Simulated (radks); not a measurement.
The numbers below are computed, except where a source is named.
How relativity changes the ionisation of the ruthenium ion Ru3+ ([Kr] 4d5) to Ru4+ ([Kr] 4d4). Spin-unpolarised spherical Kohn-Sham, PBE, point nucleus unless stated (finite: rms radius 4.4809 fm), a radial shooting solver on a logarithmic mesh with Libxc functionals. A level marked "c x" has the speed of light scaled by that factor and shares open shells by 2j + 1; other Dirac levels either fill j = l - 1/2 first or share by 2j + 1.

| level | E(Ru3+) (hartree) | E(Ru4+) (hartree) | IE (eV) | HOMO | <r> HOMO (bohr) |
|---|---|---|---|---|---|
| non-rel. | -4441.09872 | -4439.44385 | 45.031 | 4d | 1.426 |
| scalar-rel. | -4528.69095 | -4527.05515 | 44.512 | 4d | 1.439 |
| scalar-rel., finite nucleus | -4528.61594 | -4526.98015 | 44.512 | 4d | 1.439 |
| Dirac, 2j+1 shares | -4529.47836 | -4527.84277 | 44.507 | 4d5/2 | 1.444 |
| Dirac, low j first | -4529.50884 | -4527.88319 | 44.236 | 4d5/2 | 1.445 |
| Dirac, 2j+1 shares, finite nucleus | -4529.40320 | -4527.76761 | 44.507 | 4d5/2 | 1.444 |
| Dirac, c x 1.5 | -4479.26211 | -4477.61581 | 44.798 | 4d5/2 | 1.434 |
| Dirac, c x 2 | -4462.35669 | -4460.70664 | 44.900 | 4d5/2 | 1.431 |
| Dirac, c x 3 | -4450.48181 | -4448.82908 | 44.973 | 4d5/2 | 1.428 |

NIST Atomic Spectra Database: 45 eV (theoretical). The relativistic part of the total energy of Ru3+ is -88.3 hartree (Dirac, 2j+1 shares, finite nucleus), 2 % of the non-relativistic value. Spin polarisation and multiplet splitting of open shells are left out at every level.

Beside tabulated values, note that relativity, absent from the non-relativistic runs, is large for the heavy elements, and spin-unpolarised runs miss the spin-polarisation part of the exchange energy of open shells.
